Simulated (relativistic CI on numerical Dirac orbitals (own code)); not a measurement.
## W3+: 4f photoemission

Computed with this model: Dirac-Coulomb-Breit CI, orbitals from a KLI potential per configuration, model QED, valence Slater integrals scaled by 0.9, multiplet model of photoemission in the sudden approximation; configurations [Xe] 4f14 5d3 → [Xe] 4f13 5d3; 80 K; Lorentzian 0.17 eV and Gaussian 0.5 eV FWHM. Energies are those of the free ion, without screening or charge transfer. The energies are binding energies and can lie tens of eV above those of solids. S is read from ⟨S²⟩ = S(S + 1).

Field parameters in Wybourne normalisation: D3d B²₀ = −7Dσ, B⁴₀ = −14Dq − 21Dτ, B⁴₃ = −14√(10/7) Dq. The field is a parameter set, without covalency.

Computed curve for free ion, scaled to 100 at the maximum (points under 2 are left out and the grid is thinned):

| Energy (eV) | Intensity |
| --- | --- |
| 67.8 | 2.0 |
| 68.0 | 2.9 |
| 68.2 | 4.7 |
| 68.4 | 10.4 |
| 68.5 | 17.1 |
| 68.7 | 44.2 |
| 68.9 | 82.0 |
| 69.1 | 100.0 |
| 69.3 | 92.6 |
| 69.5 | 83.5 |
| 69.6 | 80.0 |
| 69.8 | 65.2 |
| 70.0 | 41.0 |
| 70.2 | 24.7 |
| 70.4 | 19.2 |
| 70.6 | 19.9 |
| 70.8 | 22.7 |
| 70.9 | 24.0 |
| 71.1 | 28.9 |
| 71.3 | 42.2 |
| 71.5 | 61.6 |
| 71.7 | 65.8 |
| 71.9 | 48.3 |
| 72.0 | 38.1 |
| 72.2 | 26.2 |
| 72.4 | 24.2 |
| 72.6 | 23.1 |
| 72.8 | 19.1 |
| 73.0 | 14.2 |
| 73.2 | 11.9 |
| 73.3 | 11.3 |
| 73.5 | 8.9 |
| 73.7 | 5.9 |
| 73.9 | 4.8 |
| 74.1 | 5.1 |
| 74.3 | 5.4 |
| 74.4 | 5.3 |
| 74.6 | 4.4 |
| 74.8 | 3.3 |
| 75.0 | 2.2 |

The ground state has S = 1.44, and the centroid lies at 70.49 eV.
